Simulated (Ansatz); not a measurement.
## Two structures, one formula

Two relaxed structures of LiBSiH4S, singlet (PBE0-D4/def2-TZVP; forces vanish, vibrations not checked).

A:

```xyz
8
angstrom
Li -1.0336 1.6803 0.1900
S 0.8060 1.8385 1.6748
B 1.0001 0.5380 0.3486
Si -0.3224 -0.7833 0.1374
H 1.8247 0.7579 -0.4886
H -1.2343 -1.1442 1.2645
H 1.5639 2.8206 1.1582
H -0.2105 -1.8633 -0.8703
```

B:

Li1  (0.308, 2.499, 3.069)
S2  (0.441, 0.816, -0.179)
B3  (-0.041, 1.294, 1.411)
Si4  (-0.432, -1.056, -0.766)
H5  (1.707, 0.813, -0.920)
H6  (-1.861, -0.802, -1.053)
H7  (0.284, -1.556, -1.982)
H8  (-0.274, -2.029, 0.338)
(Å)

Computed with Ansatz 0.2.0 (basis: def2-TZVPP); correlated methods freeze the cores. The outer core shell of Li, Na, Mg and K is correlated. B3LYP uses VWN-RPA correlation.

Q: Which structure is lower at CCSD(T), and by how much? (An estimate is asked for; the value comes from the calculation.)

A: The calculation gives: A, by 401.6 kJ/mol (electronic energy, against the other). By their contacts, A is LiBSiH₄S ([SiH2]1[Li]2[SH][BH]12) and B is LiBSiH₄S ([Li][B][SH][SiH3]).

All methods give the same order:

| method | E(B) − E(A) (kJ/mol) |
| --- | --- |
| PBE-D4 | 391.4 |
| r2SCAN-D4 | 397.7 |
| PBE0-D4 | 404.3 |
| B3LYP-D4 | 390.3 |
| wB97M-V | 404.3 |
| HF | 403.9 |
| MP2 | 407.7 |
| CCSD | 404.3 |
| CCSD(T) | 401.6 |

The T1 diagnostic stays at or below 0.020. The restricted Hartree–Fock reference is unstable towards an unrestricted one at one or more of these structures.

Labels in which every atom is bracketed show which atoms are joined, not bond orders.

For scale, one of the runs: CCSD(T)/def2-TZVPP, 190 basis functions, launched by `ansatz run in.yaml --threads 2 --pin off --events-out ev --progress --plain --max-ram 4352MiB`. Hardware: 2 CPU threads of an Arm Neoverse V1, shared host. Wall time 61 s; peak host memory 1.9 GiB.
